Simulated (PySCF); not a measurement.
## Excitation energy of Cl by level of theory

Cl [Ne] 3s2 3p5 (2P) → Cl [Ne] 3s1 3p6 (2S), as a difference of total energies. Calculation: PySCF 2.14, in aug-cc-pCVTZ-DK; the spin-free X2C one-electron Hamiltonian (Gaussian nucleus). Correlated levels: valence and next inner shell: 1s2 frozen. The calculations carry no spin-orbit coupling.

Question: Order these methods by the excitation energy they give, lowest first.
A. CCSD(T) (valence and next inner shell)
B. UHF
C. SCS-MP2 (valence and next inner shell)
D. CCSD (valence and next inner shell)

Answer: A (10.760 eV), D (11.854 eV), C (12.801 eV), B (15.582 eV).

Errors of the correlated levels include the incompleteness of this basis and the frozen core.

The coupled-cluster amplitudes are large for the upper state (T1 above 0.03 or a double amplitude above 0.15), so a single reference is strained.

For comparison: 10.586 eV (measured; NIST levels, between the centres of gravity of the two terms).
